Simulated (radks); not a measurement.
Cr XXI, 4 electrons, occupied as [He] 2s2. Method: Dirac Kohn-Sham, PBE, spin-unpolarised, spherical densities, finite nucleus; Fermi nuclear charge, rms radius 3.6452 fm; computed with a radial shooting solver on a logarithmic mesh with Libxc functionals.

Normalised radial functions P(r) = r R(r) (large component), r in bohr:

r	2p3/2
0.003079	0.0047
0.004107	0.0082
0.005477	0.0143
0.007306	0.0248
0.009744	0.0427
0.013	0.0730
0.01733	0.1231
0.02312	0.2040
0.03083	0.3307
0.04113	0.5207
0.05529	0.7971
0.07375	1.1452
0.09836	1.5373
0.1312	1.8871
0.175	2.0604
0.2334	1.9234
0.3113	1.4548
0.4151	0.8336
0.5537	0.3306
0.7385	0.0801

2p3/2 (empty): eigenvalue -1532.1 eV, 0 radial nodes, <r> = 0.227 bohr, 90 % of the charge inside 0.365 bohr.
